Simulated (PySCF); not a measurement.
Molecule: SMILES C#C[SiH2][PH3+], [C2H6PSi]+.

Bonds (- single, = double, # triple, : aromatic): C1#C2, C2-Si3, Si3-P4. C1 carries H5; Si3 carries H6, H7; P4 carries H8, H9, H10. Formal charges: P4 +1.

Total charge +1.

Frames of a GFN2-xTB Langevin trajectory at 600 K; GIAO PBE0/pcSseg-1 shieldings in PySCF, gas phase, non-relativistic; equivalent atoms averaged within each frame.

δ = σ(ref) − σ, references computed at the same level: TMS for ¹³C (σref 186.93), ²⁹Si (σref 349.16), ¹H (σref 31.72); ³¹P (σref 318.38) vs H3PO4. The references are static minima.

Q: How do the shifts (ppm) fluctuate along the trajectory?

A: 
```tsv
time (fs)	C1	C2	Si3	P4	H6/H7	H8/H9/H10	H5
250	128.2	80.3	-1.8	-171.3	5.69	5.36	4.11
425	130.5	72.9	-51.2	-183.6	6.17	4.13	2.65
625	132.5	92.4	10.3	-200.3	6.96	3.56	4.31
800	132.2	80.3	-76.6	-185.0	6.23	5.57	2.43
1000	123.8	73.8	-20.8	-183.0	4.88	5.50	3.68
mean of frames	129.4	79.9	-28.0	-184.7	5.99	4.83	3.44
standard deviation	3.6	7.8	35.7	10.3	0.77	0.92	0.85
```

5 frames give an uncertainty of the mean of about the standard deviation over 2.2 at best, since frames this close in time may not be independent; classical motion lacks zero-point vibration, and the reference would need the same averaging.
